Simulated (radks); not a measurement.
Results of a calculation; reference values are marked as such.
Species: P II. Configuration: [Ne] 3s2 3p2.

Code: a radial shooting solver on a logarithmic mesh with Libxc functionals. Model: Dirac Kohn-Sham, Slater X-alpha with alpha = 0.674, spin-unpolarised, spherical densities, finite nucleus; open shells are shared between the two j in proportion to 2j + 1; Fermi nuclear charge, rms radius 3.1889 fm.

Energy parts (hartree):
part                  energy
total             -339.55787
kinetic            341.26402
electron-nucleus  -807.85750
Hartree            147.71441
exchange           -20.67879

Orbitals (lengths in bohr, moments of r in powers of bohr):
orbital	occ.	eigenvalue (hartree)	<r>	<r^2>
1s1/2	2	-76.64343	0.1039	0.01453
2s1/2	2	-6.69728	0.5218	0.3249
2p1/2	2	-4.93290	0.4846	0.2952
2p3/2	4	-4.89922	0.4868	0.2978
3s1/2	2	-0.81259	1.826	3.861
3p1/2	0.666667	-0.48517	2.154	5.473
3p3/2	1.33333	-0.48273	2.161	5.509

The highest occupied level is 3p3/2 at -13.136 eV. For comparison, the ionisation energy in NIST's Atomic Spectra Database is 19.769 eV (semi-empirical). In exact Kohn-Sham theory the highest level is minus the ionisation energy, but local and semilocal functionals leave it too shallow, through self-interaction and a potential that decays too fast; potentials with the right tail come closer.

Beside tabulated values, note that spin-unpolarised runs miss the spin-polarisation part of the exchange energy of open shells.
